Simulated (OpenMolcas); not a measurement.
**Lines of Se2+: computed and rescaled rates**

```
Program             : OpenMolcas 26.06
Method              : MS-RASPT2, IPEA 0.25 Eh, imaginary shift 0.1 Eh (closed shells correlated: 3d 4s)
Basis               : ANO-RCC-VQZP [7s6p4d2f1g]
Scalar Hamiltonian  : DKH2, point nucleus
Active space        : 2 electrons in 9 orbitals (RAS2 4p; RAS3 4d 5s, at most 1 electron)
State averaging     : 2S+1 = 3 even, 3 roots; 2S+1 = 1 even, 6 roots; 2S+1 = 3 odd, 18 roots; 2S+1 = 1 odd, 18 roots
Spin-orbit coupling : state interaction with AMFI integrals over the reference wave functions, term energies averaged over their components
```

Rates come from the transition moments of the reference wave functions (E1 and E2 in the length form). At fixed line strength A goes as λ^-3 for E1 and M1 and as λ^-5 for E2, so a rate at the computed wavelength can be rescaled to the measured one. Measured vacuum wavelengths follow from level energies in Moore, Atomic Energy Levels, vol. II, NSRDS-NBS 35 (1971 reprint of NBS Circular 467, 1952). Branching counts decays inside the model space alone, at computed energies, and the table is only a selection of the M1 lines, drawn from those between levels with measured partners whose computed energy lies within a factor of 1.5 of the measured one.

| Upper | Lower | Type | λ computed (nm) | λ measured (nm) | A computed (s-1) | A rescaled (s-1) | Branching % |
| --- | --- | --- | --- | --- | --- | --- | --- |
| 4s2 4p2 1D2 | 4s2 4p2 3P2 | M1 | 1077 | 1100 | 9.79e-01 |  | 61.5 |
| 4s2 4p2 1D2 | 4s2 4p2 3P1 | M1 | 885.5 | 885.7 | 6.06e-01 |  | 38.0 |
| 4s2 4p2 3P2 | 4s2 4p2 3P1 | M1 | 4988 | 4554 | 1.06e-01 | 1.39e-01 | 99.9 |
| 4s2 4p2 3P1 | 4s2 4p2 3P0 | M1 | 6780 | 5744 | 5.74e-02 | 9.44e-02 | 100.0 |

Spin-changing lines and M1 lines between different terms are not rescaled, since their strength hangs on the term gaps too.

The largest correction is for 4s2 4p2 3P1 → 4s2 4p2 3P0 (M1): 5.74e-02 × (6780 / 5744)^3 = 9.44e-02 s-1, a factor of 1.64.

No measured rate stands beside these. Rescaling mends the energy factor alone: line strengths can still be far off where a level mixes with configurations outside the active space, and weak or spin-changing lines hang on small mixing coefficients that depend on the term gaps too, so rescaling need not improve them.

CASPT2 breaks the degeneracy within a term, and the mean is taken; among the terms shown or strongly mixed into the levels shown the widest spread is 100 cm-1 (4s2 4p2 1D). Over all roots computed the reference weight is 0.90 to 0.97; the roots of lowest weight are the least certain, and an intruder state may touch them. With the s shell closed, the reference lacks s² → p² mixing. Computed and measured levels are paired by configuration, term and J; levels that our copy of the source lacks, or whose pairing is in doubt (as where it misses far off the trend of its configuration), stay unpaired. Levels of configurations outside the active space are missing.
